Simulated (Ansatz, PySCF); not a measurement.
This PySCF input computes a PBE0/def2-TZVPD energy:

```python
from pyscf import gto, scf, dft

mol = gto.M(
    atom='''
    C    -1.64689942   -0.75780096    0.66812012
    C    -0.45192723    0.18576980    0.66047501
    O    -0.72986466    1.40683897   -0.00022564
    C     0.73744896   -0.44877477   -0.04107498
    F     1.81690886    0.38291310   -0.01106905
    F     0.45756909   -0.70903630   -1.35158376
    H    -1.40281960   -1.70258676    1.15859310
    H    -1.97170223   -0.96286638   -0.35165578
    H    -2.47648915   -0.30702054    1.21616471
    H    -0.11987733    0.37249152    1.69151831
    H    -1.51749609    1.79654677    0.39250015
    H     1.02526641   -1.39133212    0.43343908
    ''',
    basis='def2-tzvpd',
    charge=0,
    spin=0,
    verbose=4,
)

mf = dft.RKS(mol, xc='pbe0').density_fit(auxbasis='def2-universal-jkfit')
mf.grids.level = 3
mf.conv_tol = 1e-9
mf.max_cycle = 100
mf.max_memory = 1500
mf.kernel()
if not mf.converged:
    mf = mf.newton()
    mf.kernel(mf.make_rdm1())
mf.analyze()
```

Task: Write an input for the same energy in Ansatz (a program for electronic structure) and say what it gives.

Result: 
Ansatz 0.2 input:
```yaml
crystal:
  periodic: [false, false, false]
  atoms:
    - {symbol: C, position_ang: [-1.64689942, -0.75780096, 0.66812012]}
    - {symbol: C, position_ang: [-0.45192723, 0.18576980, 0.66047501]}
    - {symbol: O, position_ang: [-0.72986466, 1.40683897, -0.00022564]}
    - {symbol: C, position_ang: [0.73744896, -0.44877477, -0.04107498]}
    - {symbol: F, position_ang: [1.81690886, 0.38291310, -0.01106905]}
    - {symbol: F, position_ang: [0.45756909, -0.70903630, -1.35158376]}
    - {symbol: H, position_ang: [-1.40281960, -1.70258676, 1.15859310]}
    - {symbol: H, position_ang: [-1.97170223, -0.96286638, -0.35165578]}
    - {symbol: H, position_ang: [-2.47648915, -0.30702054, 1.21616471]}
    - {symbol: H, position_ang: [-0.11987733, 0.37249152, 1.69151831]}
    - {symbol: H, position_ang: [-1.51749609, 1.79654677, 0.39250015]}
    - {symbol: H, position_ang: [1.02526641, -1.39133212, 0.43343908]}
basis:
  gaussian:
    orbitals: def2-TZVPD
hamiltonian:
  xc: {name: PBE0}
output: {forces: true}
```
It gives -392.59333 Eh, and PySCF -392.59343 Eh, a difference of 0.10 mEh, from the treatment of integrals and grids.
